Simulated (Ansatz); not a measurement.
Abridged output of a molecular run in Ansatz:

```
Functional definition: HF
1526 factors; integrals over basis functions are off by at most 1.1e-3 eV
mean field evaluation 1: about -65335.5790 eV, gradient 3.1e1 eV
mean field evaluation 2: about -65335.9165 eV, gradient 3.1e1 eV
mean field evaluation 4: about -65338.3082 eV, gradient 5.2e0 eV
mean field evaluation 8: about -65338.3737 eV, gradient 6.1e-1 eV
mean field -65338.37464240 eV, -2401.1409801670 hartree, gradient 2.5e-6 eV, S^2 0.000000; 0 other end points of the search recorded, 0 dependent functions left out
17 core orbitals not correlated: weight in the atoms' cores, before any rotation towards them, 1.000 or more for the frozen orbitals, at most 0.000 for the correlated occupied ones
reference -65338.37464240 eV, -2401.1409801670 hartree; 18, 18 occupied and 206, 206 virtual orbitals, 1526 factors
second order -33.06413717 eV of doubles, -0.00000000 eV of singles
cycle   1  -31.70301147 eV  change     1.4e0 eV  update   1.4e-1
cycle   2  -32.59082979 eV  change   -8.9e-1 eV  update   5.4e-2
cycle   3  -32.79672896 eV  change   -2.1e-1 eV  update   2.3e-2
cycle   4  -32.76890025 eV  change    2.8e-2 eV  update   7.0e-3
cycle   5  -32.75604669 eV  change    1.3e-2 eV  update   2.7e-3
cycle   6  -32.75896871 eV  change   -2.9e-3 eV  update   9.8e-4
cycle   7  -32.75900114 eV  change   -3.2e-5 eV  update   3.4e-4
cycle   8  -32.75856799 eV  change    4.3e-4 eV  update   1.5e-4
cycle   9  -32.75864777 eV  change   -8.0e-5 eV  update   7.5e-5
cycle  10  -32.75873580 eV  change   -8.8e-5 eV  update   3.6e-5
cycle  11  -32.75865422 eV  change    8.2e-5 eV  update   1.7e-5
cycle  12  -32.75867422 eV  change   -2.0e-5 eV  update   7.6e-6
perturbative correction -1.17861913 eV, -0.0433134543 hartree
Total energy: -65372.31193575 eV, -2402.3881526943 hartree
```

Its atoms:

```xyz
8

F     1.594   -1.139    0.357
B     0.609   -0.345   -0.057
Zn    1.019    1.459   -1.044
C    -0.849   -0.787    0.377
Cl   -1.119    0.433    1.675
H     1.306    2.799   -1.782
H    -1.636   -0.647   -0.361
H    -0.925   -1.774    0.834
```

Which basis set was used?
A. def2-TZVPPD
B. def2-SVPD
C. cc-pV(Q+d)Z
D. def2-TZVPP

D. It gives 241 functions.

Write the keys of the input that set method, charge and spin (a neutral closed shell needs none for the last two).


```yaml
correlation: {method: ccsd_t, frozen_orbitals: {B: 1, C: 1, Cl: 5, F: 1, H: 0, Zn: 9}}
```
